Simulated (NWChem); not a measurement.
System: Ca cation, doublet

Output (shortened):

```
             Northwest Computational Chemistry Package (NWChem) 7.3.0
             --------------------------------------------------------

                             Geometry "geometry" -> ""
                             -------------------------

 Output coordinates in angstroms (scale by  1.889725989 to convert to a.u.)

  No.       Tag          Charge          X              Y              Z
 ---- ---------------- ---------- -------------- -------------- --------------
    1 Ca                  20.0000     0.00000000     0.00000000     0.00000000

 Effective nuclear repulsion energy (a.u.)       0.0000000000

                                 NWChem DFT Module
                                 -----------------

 Summary of "ao basis" -> "ao basis" (spherical)
 ------------------------------------------------------------------------------
       Tag                 Description            Shells   Functions and Types
 ---------------- ------------------------------  ------  ---------------------
 Ca                        def2-tzvp                14       36   6s5p3d

            General Information
            -------------------
          SCF calculation type: DFT
          Wavefunction type:  spin polarized.
          No. of atoms     :     1
          No. of electrons :    19
           Alpha electrons :    10
            Beta electrons :     9
          Charge           :     1
          Spin multiplicity:     2
          Use of symmetry is: off; symmetry adaption is: off
          Maximum number of iterations: 150
          AO basis - number of functions:    36
                     number of shells:    14
          Convergence on energy requested:  1.00D-06
          Convergence on density requested:  1.00D-05
          Convergence on gradient requested:  5.00D-04

              XC Information
              --------------
                        Slater Exchange Functional  1.000 local
            Perdew 1991 LDA Correlation Functional  1.000 local

             Grid Information
             ----------------
          Grid used for XC integration:  medium
          Radial quadrature: Mura-Knowles
          Angular quadrature: Lebedev.
          Tag              B.-S. Rad. Rad. Pts. Rad. Cut. Ang. Pts.
          ---              ---------- --------- --------- ---------
          Ca                  1.80      112          10.0       590
          Grid pruning is: on
          Number of quadrature shells:   112
          Spatial weights used:  Erf1

      Superposition of Atomic Density Guess
      -------------------------------------

 Sum of atomic energies:        -676.74580109

 Renormalizing density from      20.00 to     19

      Non-variational initial energy
      ------------------------------

 Total energy =    -654.768417
 1-e energy   =    -880.106634
 2-e energy   =     225.338217
 HOMO         =      -0.484580
 LUMO         =      -0.385786

     ---------------------------------------------
      Total Density - Mulliken Population Analysis
     ---------------------------------------------

    Atom       Charge   Shell Charges
 -----------   ------   -------------------------------------------------------
    1 Ca  20    19.00   2.00  2.00  1.43  0.56  0.92  0.09  6.01  5.32  0.64  0.03 -0.00  0.00  0.00  0.00

     --------------------------------------------
      Spin Density - Mulliken Population Analysis
     --------------------------------------------

    Atom       Charge   Shell Charges
 -----------   ------   -------------------------------------------------------
    1 Ca  20     1.00   0.00  0.00  0.03 -0.03  0.91  0.09  0.00  0.00  0.00  0.00  0.00  0.00  0.00  0.00

   convergence    iter        energy       DeltaE   RMS-Dens  Diis-err
 ---------------- ----- ----------------- --------- --------- ---------
 d= 0,ls=0.0,diis     1   -675.3222709531 -6.75D+02  2.82D-02  6.90D-01
                                                     2.23D-02  7.01D-01
 d= 0,ls=0.0,diis     2   -675.4275970901 -1.05D-01  1.25D-02  1.65D-01
                                                     8.18D-03  1.57D-01
 d= 0,ls=0.0,diis     3   -675.4786719013 -5.11D-02  1.29D-03  1.63D-03
                                                     8.00D-04  1.54D-03
 d= 0,ls=0.0,diis     4   -675.4792582627 -5.86D-04  1.33D-05  5.53D-08
                                                     3.19D-06  2.49D-08
 d= 0,ls=0.0,diis     5   -675.4792592582 -9.95D-07  4.53D-06  1.85D-10
                                                     2.22D-07  1.06D-10

         Total DFT energy =     -675.479259258197
      One electron energy =     -921.656002270090
           Coulomb energy =      280.181049406807
    Exchange-Corr. energy =      -34.004306394914
 Nuclear repulsion energy =        0.000000000000

 Numeric. integr. density =       19.000000000013

                    DFT Final Alpha Molecular Orbital Analysis
                    ------------------------------------------

 Vector    8  Occ=1.000000D+00  E=-1.287425D+00
              MO Center= -5.7D-15, -5.1D-15, -3.0D-15, r^2= 5.3D-01
   Bfn.  Coefficient  Atom+Function         Bfn.  Coefficient  Atom+Function
  ----- ------------  ---------------      ----- ------------  ---------------
    10      0.643440  1 Ca px                12     -0.552283  1 Ca pz
     7     -0.259851  1 Ca px                 9      0.223038  1 Ca pz
    13      0.198548  1 Ca px                15     -0.170420  1 Ca pz
    11     -0.091168  1 Ca py                 8      0.036818  1 Ca py
    14     -0.028132  1 Ca py

 Vector    9  Occ=1.000000D+00  E=-1.287425D+00
              MO Center=  1.6D-14,  1.5D-14,  1.6D-14, r^2= 5.3D-01
   Bfn.  Coefficient  Atom+Function         Bfn.  Coefficient  Atom+Function
  ----- ------------  ---------------      ----- ------------  ---------------
    10      0.492402  1 Ca px                11      0.492371  1 Ca py
    12      0.492397  1 Ca pz                 7     -0.198855  1 Ca px
     8     -0.198843  1 Ca py                 9     -0.198853  1 Ca pz
    13      0.151942  1 Ca px                14      0.151932  1 Ca py
    15      0.151940  1 Ca pz

 Vector   10  Occ=1.000000D+00  E=-3.481004D-01
              MO Center=  1.0D-13,  8.1D-14,  9.3D-14, r^2= 4.0D+00
   Bfn.  Coefficient  Atom+Function         Bfn.  Coefficient  Atom+Function
  ----- ------------  ---------------      ----- ------------  ---------------
     5      1.119286  1 Ca s                  4     -0.333270  1 Ca s
     3     -0.316456  1 Ca s                  2      0.112333  1 Ca s
     6      0.059899  1 Ca s                  1     -0.035583  1 Ca s

 Vector   11  Occ=0.000000D+00  E=-3.095988D-01
              MO Center= -4.1D-12, -3.1D-12, -7.2D-14, r^2= 1.7D+00
   Bfn.  Coefficient  Atom+Function         Bfn.  Coefficient  Atom+Function
  ----- ------------  ---------------      ----- ------------  ---------------
    31      0.575566  1 Ca d  2              26      0.465117  1 Ca d  2
    36      0.295233  1 Ca d  2

 Vector   12  Occ=0.000000D+00  E=-3.095988D-01
              MO Center= -9.5D-15,  2.2D-14,  6.5D-14, r^2= 1.7D+00
   Bfn.  Coefficient  Atom+Function         Bfn.  Coefficient  Atom+Function
  ----- ------------  ---------------      ----- ------------  ---------------
    29      0.545539  1 Ca d  0              24      0.440852  1 Ca d  0
    34      0.279831  1 Ca d  0              27      0.128074  1 Ca d -2
    28      0.105688  1 Ca d -1              22      0.103497  1 Ca d -2
    23      0.085407  1 Ca d -1              30      0.078334  1 Ca d  1
    32      0.065695  1 Ca d -2              25      0.063302  1 Ca d  1

 Vector   13  Occ=0.000000D+00  E=-3.095988D-01
              MO Center=  5.3D-14,  7.2D-14,  6.7D-14, r^2= 1.7D+00
   Bfn.  Coefficient  Atom+Function         Bfn.  Coefficient  Atom+Function
  ----- ------------  ---------------      ----- ------------  ---------------
    28      0.476101  1 Ca d -1              23      0.384739  1 Ca d -1
    30     -0.285025  1 Ca d  1              33      0.244214  1 Ca d -1
    25     -0.230330  1 Ca d  1              35     -0.146202  1 Ca d  1
    27      0.129715  1 Ca d -2              22      0.104823  1 Ca d -2
    29     -0.081833  1 Ca d  0              32      0.066536  1 Ca d -2

                     DFT Final Beta Molecular Orbital Analysis
                     -----------------------------------------

 Vector    7  Occ=1.000000D+00  E=-1.282860D+00
              MO Center= -6.1D-15, -5.5D-15, -7.6D-15, r^2= 5.3D-01
   Bfn.  Coefficient  Atom+Function         Bfn.  Coefficient  Atom+Function
  ----- ------------  ---------------      ----- ------------  ---------------
    11      0.687917  1 Ca py                12     -0.455957  1 Ca pz
     8     -0.277327  1 Ca py                10     -0.231926  1 Ca px
    14      0.208412  1 Ca py                 9      0.183814  1 Ca pz
    15     -0.138137  1 Ca pz                 7      0.093499  1 Ca px
    13     -0.070265  1 Ca px

 Vector    8  Occ=1.000000D+00  E=-1.282860D+00
              MO Center= -7.1D-15, -7.0D-15, -5.5D-15, r^2= 5.3D-01
   Bfn.  Coefficient  Atom+Function         Bfn.  Coefficient  Atom+Function
  ----- ------------  ---------------      ----- ------------  ---------------
    10      0.660377  1 Ca px                12     -0.531111  1 Ca pz
     7     -0.266224  1 Ca px                 9      0.214112  1 Ca pz
    13      0.200068  1 Ca px                15     -0.160906  1 Ca pz
    11     -0.129383  1 Ca py                 8      0.052159  1 Ca py
    14     -0.039198  1 Ca py

 Vector    9  Occ=1.000000D+00  E=-1.282860D+00
              MO Center=  1.5D-14,  1.3D-14,  1.4D-14, r^2= 5.3D-01
   Bfn.  Coefficient  Atom+Function         Bfn.  Coefficient  Atom+Function
  ----- ------------  ---------------      ----- ------------  ---------------
    10      0.495004  1 Ca px                11      0.494921  1 Ca py
    12      0.494915  1 Ca pz                 7     -0.199556  1 Ca px
     8     -0.199522  1 Ca py                 9     -0.199520  1 Ca pz
    13      0.149967  1 Ca px                14      0.149941  1 Ca py
    15      0.149940  1 Ca pz

 Vector   10  Occ=0.000000D+00  E=-3.139742D-01
              MO Center= -1.3D-13, -1.6D-13, -1.4D-13, r^2= 4.2D+00
   Bfn.  Coefficient  Atom+Function         Bfn.  Coefficient  Atom+Function
  ----- ------------  ---------------      ----- ------------  ---------------
     5      1.055564  1 Ca s                  3     -0.330046  1 Ca s
     4     -0.299442  1 Ca s                  6      0.117040  1 Ca s
     2      0.108349  1 Ca s                  1     -0.035903  1 Ca s

 Vector   11  Occ=0.000000D+00  E=-2.941409D-01
              MO Center= -1.6D-15, -3.2D-15, -1.0D-14, r^2= 1.5D+00
   Bfn.  Coefficient  Atom+Function         Bfn.  Coefficient  Atom+Function
  ----- ------------  ---------------      ----- ------------  ---------------
    29      0.578519  1 Ca d  0              24      0.481522  1 Ca d  0
    34      0.262449  1 Ca d  0              31      0.043330  1 Ca d  2
    26      0.036065  1 Ca d  2

 Vector   12  Occ=0.000000D+00  E=-2.941409D-01
              MO Center= -4.4D-15, -7.9D-15, -1.8D-15, r^2= 1.5D+00
   Bfn.  Coefficient  Atom+Function         Bfn.  Coefficient  Atom+Function
  ----- ------------  ---------------      ----- ------------  ---------------
    31      0.519658  1 Ca d  2              26      0.432529  1 Ca d  2
    36      0.235746  1 Ca d  2              27     -0.160442  1 Ca d -2
    30      0.152968  1 Ca d  1              22     -0.133541  1 Ca d -2
    28     -0.128515  1 Ca d -1              25      0.127320  1 Ca d  1
    23     -0.106968  1 Ca d -1              32     -0.072786  1 Ca d -2

     ---------------------------------------------
      Total Density - Mulliken Population Analysis
     ---------------------------------------------

    Atom       Charge   Shell Charges
 -----------   ------   -------------------------------------------------------
    1 Ca  20    19.00   2.00  2.00  1.19  0.78  0.98  0.04  5.98  4.74  1.25  0.03 -0.00  0.00  0.00  0.00

     --------------------------------------------
      Spin Density - Mulliken Population Analysis
     --------------------------------------------

    Atom       Charge   Shell Charges
 -----------   ------   -------------------------------------------------------
    1 Ca  20     1.00   0.00  0.00  0.04 -0.04  0.96  0.05 -0.00 -0.01  0.01  0.00 -0.00  0.00  0.00  0.00

     -------------------------------------------
      Total Density - Lowdin Population Analysis
     -------------------------------------------

    Atom       Charge   Shell Charges
 -----------   ------   -------------------------------------------------------
    1 Ca  20    19.00   2.00  2.00  1.12  0.84  0.73  0.32  5.94  4.22  1.72  0.12  0.01  0.00  0.00  0.00

     ------------------------------------------
      Spin Density - Lowdin Population Analysis
     ------------------------------------------

    Atom       Charge   Shell Charges
 -----------   ------   -------------------------------------------------------
    1 Ca  20     1.00   0.00  0.00  0.08  0.00  0.62  0.30 -0.00 -0.01  0.01  0.00  0.00  0.00  0.00  0.00

   alpha - beta orbital overlaps
   -----------------------------

   alpha      1      2      3      4      5      6      7      8      9     10
    beta      1      2      3      4      5      6      7      8      9     10
 overlap   1.000  1.000  0.895  0.984  0.896  1.000  0.998  0.998  1.000  1.000

   alpha     11     12     13     14     15     16     17     18     19     20
    beta     12     11     13     14     15     17     16     18     19     22
 overlap   0.897  0.955  0.752  0.712  0.702  0.876  0.876  0.998  1.000  0.998

   alpha     21     22     23     24     25     26     27     28     29     30
    beta     21     20     24     23     23     26     27     28     29     30
 overlap   0.981  0.981  0.856  0.691  0.655  0.708  0.959  0.992  1.000  0.992

   alpha     31     32     33     34     35     36
    beta     31     35     32     34     32     36
 overlap   0.739  0.896  0.708  0.750  0.635  1.000

     --------------------------
     Expectation value of S2:
     --------------------------
      <S2> =      0.7501 (Exact =     0.7500)
```

Level: LDA (Slater exchange, PW92)/def2-TZVP, spin-unrestricted. No stability test was run on the SCF state.

Write an input that gives this output.

Several could match; the one computed here: the input that was run:
```
start job
memory heap 200 mb stack 900 mb global 1100 mb
charge 1
geometry units angstroms noautoz
  Ca     0.000000     0.000000     0.000000
end
basis spherical
  * library def2-tzvp
end
dft
  odft
  mult 2
  xc slater pw91lda
  iterations 150
  mulliken
end
task dft energy
```
